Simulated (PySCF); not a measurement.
ScF3, SMILES [F][Sc]([F])[F]. Atoms are numbered in the order given.

```xyz
4

Sc     0.0000     0.0000     0.0000
F     -1.8278     0.0000     0.0000
F      0.9139     1.5830     0.0000
F      0.9139    -1.5830     0.0000
```
Charge 0, spin multiplicity 1.

Geometry optimised at r2SCAN-D4/def2-SVP. The isomer is the one that the SMILES or the coordinates give; other isomers of the formula were not compared.

Level of theory: r2SCAN/def2-TZVPD run with PySCF.

Mulliken values depend strongly on the basis, most of all with diffuse functions as here. ESP charges are fitted to the potential on shells at 1.4 to 2.0 van der Waals radii. Atomic charges (e):

```json
[
 {"atom": "Sc1", "ESP fit": "?", "meta-Löwdin": "1.55", "Mulliken": "1.81"},
 {"atom": "F2", "ESP fit": "?", "meta-Löwdin": "-0.52", "Mulliken": "-0.60"},
 {"atom": "F3", "ESP fit": "?", "meta-Löwdin": "-0.52", "Mulliken": "-0.60"},
 {"atom": "F4", "ESP fit": "?", "meta-Löwdin": "-0.52", "Mulliken": "-0.60"}
]
```

Complete the blanks. (Estimate from the structure and the level; the computed values follow.)


- Sc1, ESP fit: 1.57
- F2, ESP fit: -0.52
- F3, ESP fit: -0.52
- F4, ESP fit: -0.52
